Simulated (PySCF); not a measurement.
## Radial density of Be (beryllium, neutral)

MN15, [He] 2p2, high-spin 3P determinant (an excited configuration). Calculation: PySCF 2.14, in dyall-av2z (11s7p2d, 42 functions); no relativity, point nucleus.

```
r (bohr)  4πr²ρ (e/bohr)  4πr²(ρα − ρβ)
 0.00566         0.01453         0.0000
 0.00952         0.03979        -0.0001
  0.0160          0.1057        -0.0003
  0.0269          0.2706        -0.0007
  0.0453          0.6472        -0.0017
  0.0762           1.397        -0.0035
   0.128           2.553        -0.0051
   0.216           3.641        -0.0023
   0.362           3.531         0.0204
   0.610           1.792         0.1134
    1.03          0.5907         0.3187
    1.72          0.6141         0.6068
    2.90          0.5225         0.5224
    4.88          0.1621         0.1621
    8.21         0.01247         0.0125
    13.8       1.736e-05         0.0000
```

**Question.** Where is the radial spin density 4πr²(ρα − ρβ) most negative, and why is it negative at all?

**Answer.** Around r = 0.128 bohr, down to -0.0051 e/bohr: exchange with the open shell polarises the paired shells in an unrestricted calculation.
